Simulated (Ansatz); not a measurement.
`OC=[Se]` + H₂ → `C=[Se]` + H₂O at 600 K and 1 bar (hydrogenolysis of a C–O bond).

Computed with Ansatz on PBE0-D4/def2-TZVP structures; ΔE is electronic, products minus reactants. CCSD(T)/CBS is the MP2 limit (def2-TZVPP, def2-QZVPP) plus CCSD(T) − MP2 in def2-TZVPP, frozen cores. This one scheme is used for every species. For Se outer-core shells are correlated without core-valence functions, which leaves a few kJ/mol of doubt a bond. Scalar relativity is left out up to krypton. One conformer a species, not always the lowest.

```json
{"species": "`OC=[Se]`", "CCSD(T)/CBS energy (Eh)": "-2515.09992", "H − E (kJ/mol)": "111.3", "S (J/(mol·K))": "315.8"}
{"species": "H₂", "CCSD(T)/CBS energy (Eh)": "-1.17544", "H − E (kJ/mol)": "43.9", "S (J/(mol·K))": "150.8"}
{"species": "`C=[Se]`", "CCSD(T)/CBS energy (Eh)": "-2439.91603", "H − E (kJ/mol)": "87.9", "S (J/(mol·K))": "275.1"}
{"species": "H₂O", "CCSD(T)/CBS energy (Eh)": "-76.37941", "H − E (kJ/mol)": "76.8", "S (J/(mol·K))": "212.8"}
```

H − E and S are ideal-gas, rigid-rotor, harmonic terms from PBE0-D4/def2-TZVP, for one conformer and one mirror image of each species. The MP2-based limit puts H₂ 0.8 mEh under its directly extrapolated value; such offsets cancel only in part. 1 Eh = 2625.50 kJ/mol, R = 8.31446 J/(mol·K).

Task: By hand: ΔE, ΔH, ΔS and ΔG.

Result: ΔE = (-2439.91603) + (-76.37941) − (-2515.09992) − (-1.17544) = -0.02008 Eh = -52.7 kJ/mol. Δ(H − E) = 87.9 + 76.8 − 111.3 − 43.9 = 9.5, so ΔH = -43.2 kJ/mol. ΔS = 275.1 + 212.8 − 315.8 − 150.8 = 21.3 J/(mol·K). ΔG = -43.2 − 600 × (21.3)/1000 = -56.0 kJ/mol.

Task: By hand: the equilibrium constant, and the temperature at which ΔG would vanish if ΔH and ΔS stayed fixed.

Result: log₁₀ K = −ΔG/(RT ln 10) = 4.9. ΔH and −TΔS have one sign here, so there is no such temperature.

ΔH outweighs TΔS. A doubt of 5 kJ/mol in ΔE shifts log₁₀ K by 0.4 here. Other conformers and mirror images would add mixing entropy, several J/(mol·K) or more a flexible species. These are equilibria of isolated gas molecules and say nothing of rates. Largest T1 diagnostic: 0.017 (customary marks: 0.02 for closed shells, 0.045 for open ones).
